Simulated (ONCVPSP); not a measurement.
**Transferability test, ONCV potential for cobalt (Co)**

Co, optimised norm-conserving Vanderbilt (ONCV), made with ONCVPSP 4.0.1 (PBE, scalar-relativistic). Core [Ne], reference 3s2 3p6 3d7 4s2. Waves: 3s+4s: rc 1.40 bohr, ncon 3, nbas 6, qcut 9 1/bohr, 3 projectors, debl 0.9 Ha; 3p: rc 1.25 bohr, ncon 4, nbas 9, qcut 11.8 1/bohr, 3 projectors, debl 2.2 Ha; 3d: rc 1.25 bohr, ncon 3, nbas 8, qcut 11.4 1/bohr, local. Local part: the d channel. Core correction: none.

In the p channel the program set the typed energies aside and used -2.412, 0.250, 2.450 Ha.

Energies are relative to the spin-unpolarised reference configuration 3s2 3p6 3d7 4s2; without spin polarisation the order of configurations can differ from experiment.

| valence configuration | charge | ΔE all-electron (eV) | error AE − PS (meV) |
| --- | --- | --- | --- |
| 3s2 3p6 3d6 4s0 | +3 | 61.686 | -53 |
| 3s2 3p6 3d7 4s0 4p1 | +1 | 14.399 | +1.4 |

**Question.** What are ΔE and the potential's error for 3s2 3p6 3d7 4s0?

**Answer.** ΔE = 25.816 eV all-electron; the error (AE − PS) is +2.8 meV.

**Question.** What are ΔE and the potential's error for 3s2 3p6 3d7 4s1?

**Answer.** ΔE = 9.031 eV all-electron; the error (AE − PS) is +0.1 meV.

Levels in the configuration 3s2 3p6 3d7 4s0:

```json
{"level": "3s", "all-electron (eV)": "-121.480", "pseudo (eV)": "-121.489"}
{"level": "3p", "all-electron (eV)": "-84.732", "pseudo (eV)": "-84.743"}
{"level": "3d", "all-electron (eV)": "-27.064", "pseudo (eV)": "-27.088"}
```
